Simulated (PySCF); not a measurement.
H₂S₂, charge +1, multiplicity 2. Atoms are numbered in the order given.

```xyz
4

S      0.0950    -0.9877     0.0000
S     -0.0950     0.9877     0.0000
H     -1.2424    -1.2078     0.0000
H      1.2424     1.2078     0.0000
```
Charge +1, spin multiplicity 2.

Coordinates come from a PBE0-D3(BJ)/def2-TZVP optimisation. The multiplicity is an assumed one; other spin states were not compared.

Method: PBE0/def2-TZVPD (PySCF).

Mulliken values depend strongly on the basis, most of all with diffuse functions as here. ESP charges are fitted to the potential on shells at 1.4 to 2.0 van der Waals radii. Atomic charges (e):

```csv
atom,ESP fit,meta-Löwdin,Mulliken spin
S1,…,0.32,0.52
S2,…,0.32,0.52
H3,…,0.18,-0.02
H4,…,0.18,-0.02
```

Problem. What belongs in the gaps? (The exact figures need the calculation; the answer reports its results.)

Solution. 
- S1, ESP fit: 0.23
- S2, ESP fit: 0.23
- H3, ESP fit: 0.27
- H4, ESP fit: 0.27
